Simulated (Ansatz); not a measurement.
Compare A (`C=[N][Al]([NH2])[OH]`) with its isomer B (`[OH][Al]1[NH]C[NH]1`).

Calculated with Ansatz (gas phase, PBE0-D4/def2-TZVP geometries, no zero-point term in ΔE). CCSD(T)/CBS adds triple-zeta CCSD(T) − MP2 to the extrapolated MP2 energy (def2 sets, frozen cores). Functionals use def2-TZVPP. B3LYP here is the variant with VWN-RPA as its local correlation; programs differ in this. Each species was taken in one conformer, which may not be the lowest.

(1) Which isomer does CCSD(T)/CBS put lower? Give the gap. (Best estimate.)

(2) Give E(B) − E(A) in kJ/mol with B3LYP, B3LYP-D4, MP2/def2-TZVPP, HF/def2-TZVPP, PBE-D4, CCSD/def2-TZVPP, CCSD(T)/def2-TZVPP. (Estimate.)

Largest T1 diagnostic: 0.012.

Results:

(1) Ansatz gave: A, by 34.7 kJ/mol.

(2) Ansatz gave: B3LYP 50.7, B3LYP-D4 48.3, MP2/def2-TZVPP 28.6, HF/def2-TZVPP 64.6, PBE-D4 25.7, CCSD/def2-TZVPP 39.0, CCSD(T)/def2-TZVPP 37.3. None reverses the order clearly.

From PBE to PBE0 (25 % exact exchange), in def2-TZVPP and without D4, E(B) − E(A) moves by −6.7 kJ/mol. In def2-TZVPP, CCSD(T) changes the Hartree–Fock value by −27.2 kJ/mol (the triples alone add −1.7 kJ/mol) and MP2 by −36.0 kJ/mol.
